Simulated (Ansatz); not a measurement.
Method: frozen-core CCSD(T)/cc-pVTZ // PBE0-D3(BJ)/def2-TZVP (Ansatz, a quantum-chemistry and plane-wave program).

Ansatz 0.2 input:
```yaml
crystal:
  periodic: [false, false, false]
  atoms:
    - { symbol: O, position_ang: [1.654408, -0.087546, -0.012003] }
    - { symbol: Al, position_ang: [0.041212, 0.380638, 0.01515] }
    - { symbol: O, position_ang: [-1.20051, -0.75601, -0.024522] }
    - { symbol: F, position_ang: [-0.292229, 1.987058, 0.08191] }
    - { symbol: H, position_ang: [1.923545, -1.003552, -0.050362] }
    - { symbol: H, position_ang: [-2.126425, -0.520589, -0.010173] }
basis:
  gaussian: { orbitals: cc-pVTZ }
correlation:
  method: ccsd_t
```

Output:

```
Functional definition: HF
926 factors; integrals over basis functions are off by at most 1.0e-3 eV
mean field evaluation 1: about -13398.0527 eV, gradient 5.6e1 eV
mean field evaluation 2: about -13398.1435 eV, gradient 5.7e1 eV
mean field evaluation 4: about -13403.1929 eV, gradient 2.1e0 eV
mean field evaluation 8: about -13403.2302 eV, gradient 2.8e-1 eV
mean field evaluation 16: about -13398.0525 eV, gradient 5.6e1 eV
mean field -13403.23047479 eV, -492.5596349125 hartree, gradient 1.4e-6 eV, S^2 0.000000; 0 other end points of the search recorded, 0 dependent functions left out
8 core orbitals not correlated
reference -13403.23047479 eV, -492.5596349125 hartree; 12, 12 occupied and 132, 132 virtual orbitals, 926 factors
second order -22.14113246 eV of doubles, -0.00000000 eV of singles
cycle   1  -21.70348684 eV  change    4.4e-1 eV  update   9.3e-2
cycle   2  -22.12357438 eV  change   -4.2e-1 eV  update   2.6e-2
cycle   3  -22.23272017 eV  change   -1.1e-1 eV  update   1.3e-2
cycle   4  -22.21565939 eV  change    1.7e-2 eV  update   2.9e-3
cycle   5  -22.21312645 eV  change    2.5e-3 eV  update   1.2e-3
cycle   6  -22.21391026 eV  change   -7.8e-4 eV  update   3.7e-4
cycle   7  -22.21372013 eV  change    1.9e-4 eV  update   1.2e-4
cycle   8  -22.21365118 eV  change    6.9e-5 eV  update   4.2e-5
cycle   9  -22.21366809 eV  change   -1.7e-5 eV  update   1.7e-5
perturbative correction -0.70643479 eV, -0.0259609997 hartree
Total energy: -13426.15057767 eV, -493.4019331577 hartree
```

Cost: about 50 core-seconds (a rough figure).
